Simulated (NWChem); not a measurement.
Program: NWChem. System: GeS, charge 0, spin multiplicity 1, displaced from the optimised geometry. The structure started from a generated list of species.

The NWChem input:

```
start mol
memory heap 100 mb stack 700 mb global 1900 mb
geometry units angstroms nocenter noautoz noautosym
  Ge     0.000000     0.000000     2.690719
  S      0.000000     0.000000    -1.345359
end
basis spherical
  * library def2-svp
end
scf
  rhf
  nopen 0
  maxiter 100
  thresh 1e-7
  semidirect memsize 60000000 filesize 0
end
ccsd
  freeze core 14
  maxiter 60
end
task ccsd(t) energy
```

The output up to the point where the run's verdict is printed (cleaned and shortened):

```
             Northwest Computational Chemistry Package (NWChem) 7.3.0
             --------------------------------------------------------

                                NWChem Input Module
                                -------------------

 Scaling coordinates for geometry "geometry" by  1.889725989
 (inverse scale =  0.529177249)

                             Geometry "geometry" -> ""
                             -------------------------

 Output coordinates in angstroms (scale by  1.889725989 to convert to a.u.)

  No.       Tag          Charge          X              Y              Z
 ---- ---------------- ---------- -------------- -------------- --------------
    1 Ge                  32.0000     0.00000000     0.00000000     2.69071900
    2 S                   16.0000     0.00000000     0.00000000    -1.34535900

 Effective nuclear repulsion energy (a.u.)      67.1292159091

            Nuclear Dipole moment (a.u.)
            ----------------------------
        X                 Y               Z
 ---------------- ---------------- ----------------
     0.0000000000     0.0000000000   122.0333340522


 Summary of "ao basis" -> "" (spherical)
 ------------------------------------------------------------------------------
       Tag                 Description            Shells   Functions and Types
 ---------------- ------------------------------  ------  ---------------------
 *                          def2-svp                  on all atoms

 Summary of "ao basis" -> "ao basis" (spherical)
 ------------------------------------------------------------------------------
       Tag                 Description            Shells   Functions and Types
 ---------------- ------------------------------  ------  ---------------------
 Ge                         def2-svp                12       32   5s4p3d
 S                          def2-svp                 8       18   4s3p1d

                                 NWChem SCF Module
                                 -----------------

  ao basis        = "ao basis"
  functions       =    50
  atoms           =     2
[...]
  29     -0.3178191485  1.172D-04  1.070D-03     0.47     0.00     0.45
  30     -0.3177585795  6.057D-05  9.734D-04     0.48     0.00     0.45
  31     -0.3177365000  2.208D-05  4.633D-03     0.47     0.00     0.45
  32     -0.3178590084 -1.225D-04  3.267D-03     0.47     0.00     0.45
  33     -0.3179329509 -7.394D-05  2.061D-03     0.47     0.00     0.45
  34     -0.3180605483 -1.276D-04  1.526D-03     0.47     0.00     0.45
  35     -0.3180588309  1.717D-06  1.164D-03     0.47     0.00     0.45
  36     -0.3180210074  3.782D-05  9.165D-04     0.48     0.00     0.46
  37     -0.3178929587  1.280D-04  5.782D-04     0.47     0.00     0.45
  38     -0.3177757724  1.172D-04  1.865D-03     0.48     0.00     0.46
  39     -0.3177401842  3.559D-05  7.121D-04     0.47     0.00     0.45
  40     -0.3177136447  2.654D-05  7.417D-04     0.47     0.00     0.45
  41     -0.3177162028 -2.558D-06  1.754D-04     0.53     0.00     0.51
  42     -0.3177209448 -4.742D-06  4.640D-04     0.56     0.00     0.53
  43     -0.3177387721 -1.783D-05  5.055D-04     0.50     0.00     0.48
  44     -0.3177447196 -5.948D-06  4.990D-04     0.47     0.00     0.45
  45     -0.3177655875 -2.087D-05  3.883D-04     0.48     0.00     0.46
  46     -0.3177745067 -8.919D-06  4.560D-04     0.47     0.00     0.45
  47     -0.3177763627 -1.856D-06  4.013D-04     0.49     0.00     0.47
  48     -0.3177790116 -2.649D-06  4.403D-04     0.48     0.00     0.45
  49     -0.3177746840  4.328D-06  4.171D-04     0.48     0.00     0.46
  50     -0.3177814480 -6.764D-06  4.585D-04     0.47     0.00     0.45
  51     -0.3177848466 -3.399D-06  4.062D-04     0.49     0.00     0.47
  52     -0.3177859041 -1.058D-06  1.617D-04     0.48     0.00     0.46
  53     -0.3177625319  2.337D-05  2.354D-04     0.52     0.00     0.50
  54     -0.3177435300  1.900D-05  5.180D-05     0.49     0.00     0.47
  55     -0.3177359352  7.595D-06  8.158D-05     0.52     0.00     0.50
  56     -0.3177315070  4.428D-06  1.206D-04     0.48     0.00     0.46
  57     -0.3177327012 -1.194D-06  7.932D-06     0.47     0.00     0.45
  58     -0.3177330856 -3.844D-07  3.703D-05     0.53     0.00     0.51
  59     -0.3177340693 -9.837D-07  1.432D-05     0.61     0.00     0.58
  60     -0.3177342103 -1.410D-07  1.455D-05     0.87     0.00     0.84
                  ****maximum iterations exceeded****
-------------------------------------------------------------------------

 -----------
 CCSD Energy
 -----------
 Reference energy:           -2472.294630667202455
 CCSD corr. energy:             -0.317734210271577
 Total CCSD energy:          -2472.612364877474192

 --------------------------------
 Spin Component Scaled (SCS) CCSD
 --------------------------------
 Same spin contribution:                 -0.067286118602423
 Same spin scaling factor:                1.130000000000000
 Opposite spin contribution:             -0.250448091669154
 Opposite spin scaling fact.:             1.270000000000000
 SCS-CCSD correlation energy:            -0.394102390440564
 Total SCS-CCSD energy:               -2472.688733057642821

 routine      calls  cpu(0)   cpu-min  cpu-ave  cpu-max   i/o
 aoccsd          1     0.00     0.00     0.00     0.00    0.00
 iterdrv         1     0.02     0.02     0.02     0.02    0.00
 pampt          60     0.09     0.09     0.09     0.09    0.00
 t2pm           60     0.21     0.21     0.21     0.21    0.00
 sxy            60     0.27     0.27     0.27     0.27    0.00
 ints      2286600    24.19    24.19    24.19    24.19    0.00
 t2eri       12600     3.73     3.73     3.73     3.73    0.00
 idx2        12600     0.76     0.76     0.76     0.76    0.00
 idx34          60     0.11     0.11     0.11     0.11    0.00
 ht2pm          60     0.26     0.26     0.26     0.26    0.00
 itm            60     0.74     0.74     0.74     0.74    0.00
 pdiis          60     0.03     0.03     0.03     0.03    0.00
 Total                30.42    30.42    30.42    30.42    0.00
```

The program stopped with an error. NWChem stopped with the message: ccsd(t) energy failed.
